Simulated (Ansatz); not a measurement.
System: C4H2ClO (charge 0, doublet). It need not be the lowest isomer of its formula. 
Coordinates optimised at B3LYP-D3(BJ)/def2-TZVP (Ansatz, a first-principles code):
```xyz
8

Cl     1.9670     0.3474     0.0753
C      0.2880     0.0128     0.0289
C     -0.3682    -1.0875     0.4649
O     -1.6795    -1.0175     0.2734
C     -1.9156     0.2041    -0.3275
C     -0.7470     0.8657    -0.4960
H     -2.9426     0.4235    -0.5546
H     -0.6040     1.8386    -0.9345
```
Charge 0, spin multiplicity 2.

Property: atomisation energy (electronic, to ground-state atoms), in kcal/mol. Correlated levels leave the core frozen unless marked. Open shells are spin-unrestricted. Spin-orbit coupling is left out. No relativistic terms. The coupled-cluster limit lacks core correlation, which all-electron functionals hold. CBS(X,Y): correlation extrapolated as X^-3; Hartree-Fock from the larger set.

The UHF reference is spin-contaminated (<S^2> 0.36 over the pure value in the largest basis). 

| level | program | atomisation energy (kcal/mol) |
|---|---|---|
| PBE-D3(BJ)/def2-TZVPD | Ansatz + dftd3 | 893.2 |
| PBE-D4/def2-TZVPD | Ansatz + dftd4 | 893.5 |
| BLYP-D4/def2-TZVPD | Ansatz + dftd4 | 849.1 |
| PBE0-D3(BJ)/def2-TZVP | Ansatz + dftd3 | ___ |
| PBE0/def2-TZVPD | Ansatz | 859.2 |
| BHLYP-D4/def2-TZVPD | Ansatz + dftd4 | 798.3 |
| HSE06-D4/def2-TZVPD | Ansatz + dftd4 | 864.4 |
| HSE06/def2-TZVPD | Ansatz | 860.6 |
| RPA@PBE/cc-pV(Q+d)Z | Ansatz | 772.2 |
| SCS-MP2/cc-pV(D+d)Z | Ansatz | 766.6 |
| SCS-MP2/cc-pV(T+d)Z | Ansatz | 813.6 |
| CCSD(T)/CBS(cc-pV(T+d)Z,cc-pV(Q+d)Z) | Ansatz | ___ |

Task: Complete the blanks.

Result: 
- PBE0-D3(BJ)/def2-TZVP, atomisation energy (kcal/mol): 863.2
- CCSD(T)/CBS(cc-pV(T+d)Z,cc-pV(Q+d)Z), atomisation energy (kcal/mol): 837.9
